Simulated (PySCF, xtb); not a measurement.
C6H19NSi2, SMILES C[Si](C)(C)N[Si](C)(C)C. Other conformers were not sampled.

Harmonic wavenumbers (cm⁻¹) from GFN2-xTB in xtb 6.7.1 at its own minimum, in rising order: 34, 47, 90, 95, 97, 108, 113, 123, 130, 134, 137, 156, 164, 184, 194, 200, 213, 246, 258, 300, 581, 633, 709, 730, 731, 737, 740, 773, 775, 782, 786, 789, 792, 836, 839, 842, 859, 866, 890, 961, 1194, 1369, 1371, 1372, 1375, 1377, 1377, 1483, 1484, 1487, 1487, 1492, 1493, 1494, 1495, 1497, 1498, 1499, 1500, 3039, 3040, 3041, 3041, 3043, 3043, 3044, 3045, 3045, 3046, 3048, 3048, 3050, 3051, 3052, 3053, 3055, 3056, 3472.

What does B3LYP-D3(BJ)/def2-SVP run with PySCF give at its own minimum? (Estimate from the structure and the level; the computed values follow.)

44, 44, 102, 146, 151, 157, 165, 169, 171, 179, 183, 184, 195, 214, 226, 235, 241, 253, 325, 339, 568, 608, 671, 672, 674, 679, 681, 686, 693, 747, 756, 764, 793, 838, 845, 849, 859, 867, 903, 930, 1172, 1266, 1266, 1267, 1269, 1273, 1277, 1424, 1427, 1430, 1431, 1433, 1433, 1438, 1439, 1442, 1444, 1449, 1449, 3022, 3022, 3023, 3023, 3025, 3027, 3108, 3108, 3109, 3110, 3111, 3112, 3116, 3116, 3116, 3117, 3119, 3121, 3579. Paired by order, the mean absolute difference is 46 cm⁻¹ and the zero-point energies are 149.1 and 148.6 kcal/mol.
